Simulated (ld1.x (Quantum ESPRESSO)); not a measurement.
# Plane-wave convergence, RRKJ potential for dysprosium

* Element: Dy
* Generator: ld1.x (Quantum ESPRESSO) 7.5
* Type: norm-conserving RRKJ (Kleinman–Bylander form)
* Functional: PBE
* Relativity: fully relativistic
* Frozen core: [Kr] 4d10 5s2
* Valence charge: 18
* Reference configuration: 4f10 5p6 5d0 6s2 6p0
* Partial waves: 5p (bound): rc 2.35 bohr; 5d (bound, empty): rc 2.60 bohr; 4f (bound): rc 0.90 bohr; 6s (bound): rc 3.25 bohr
* Local potential: the s channel
* Core correction: Bessel-smoothed model core inside 0.55 bohr
* rho0: 0.02

Open shells are filled in proportion to 2j + 1 (rel_dist='average').

The pseudo-atom Hamiltonian at the reference potential is diagonalised in spherical Bessel functions j_l(qr) that vanish at 20 bohr, with q² up to the cutoff. All-electron valence levels (Ry): 5p1/2 -2.1068, 6p1/2 -0.0966, 5p3/2 -1.7631, 6p3/2 -0.0808, 5d3/2 -0.0948, 5d5/2 -0.0810, 4f5/2 -0.2645, 4f7/2 -0.2001, 6s -0.2754.

Problem. How do the lowest levels (Ry) of each channel move with the cutoff, and are there ghosts?

Solution.

```json
{"cutoff (Ry)": "8", "p1/2 #1": "-1.8505", "p1/2 #2": "-0.0717", "p1/2 #3": "0.0535", "p3/2 #1": "-1.6422", "p3/2 #2": "-0.0644", "d3/2 #1": "-0.0440", "d5/2 #1": "-0.0410", "f5/2 #1": "0.0948", "f7/2 #1": "0.0948", "f7/2 #2": "0.2069", "s #1": "-0.2742", "Σ f·Δε (mRy)": "4222.0"}
{"cutoff (Ry)": "25", "p1/2 #1": "-2.1068", "p1/2 #2": "-0.0739", "p1/2 #3": "0.0527", "p3/2 #1": "-1.7630", "p3/2 #2": "-0.0656", "d3/2 #1": "-0.0944", "d5/2 #1": "-0.0807", "f5/2 #1": "0.0948", "f7/2 #1": "0.0948", "f7/2 #2": "0.2069", "s #1": "-0.2748", "Σ f·Δε (mRy)": "3225.1"}
{"cutoff (Ry)": "50", "p1/2 #1": "-2.1068", "p1/2 #2": "-0.0739", "p1/2 #3": "0.0527", "p3/2 #1": "-1.7631", "p3/2 #2": "-0.0656", "d3/2 #1": "-0.0944", "d5/2 #1": "-0.0807", "f5/2 #1": "0.0948", "f7/2 #1": "0.0948", "f7/2 #2": "0.2069", "s #1": "-0.2748", "Σ f·Δε (mRy)": "3224.9"}
{"cutoff (Ry)": "100", "p1/2 #1": "-2.1068", "p1/2 #2": "-0.0739", "p1/2 #3": "0.0527", "p3/2 #1": "-1.7631", "p3/2 #2": "-0.0656", "d3/2 #1": "-0.0944", "d5/2 #1": "-0.0807", "f5/2 #1": "0.0948", "f7/2 #1": "0.0948", "f7/2 #2": "0.2068", "s #1": "-0.2748", "Σ f·Δε (mRy)": "3224.9"}
{"cutoff (Ry)": "180", "p1/2 #1": "-2.1068", "p1/2 #2": "-0.0739", "p1/2 #3": "0.0527", "p3/2 #1": "-1.7631", "p3/2 #2": "-0.0656", "d3/2 #1": "-0.0944", "d5/2 #1": "-0.0807", "f5/2 #1": "0.0945", "f7/2 #1": "0.0946", "f7/2 #2": "0.1922", "s #1": "-0.2748", "Σ f·Δε (mRy)": "3222.3"}
{"cutoff (Ry)": "400", "p1/2 #1": "-2.1068", "p1/2 #2": "-0.0739", "p1/2 #3": "0.0527", "p3/2 #1": "-1.7631", "p3/2 #2": "-0.0656", "d3/2 #1": "-0.0944", "d5/2 #1": "-0.0807", "f5/2 #1": "-0.2645", "f7/2 #1": "-0.2001", "f7/2 #2": "0.0949", "s #1": "-0.2748", "Σ f·Δε (mRy)": "0.0"}
```

Result: no extra level below or beside the all-electron valence levels (p1/2, p3/2, d3/2, d5/2, f5/2, f7/2, s tested); 10 mRy is reached at over 300 Ry and 1 mRy at over 300 Ry.

No test is counted, since the test run did not reproduce the reference configuration.
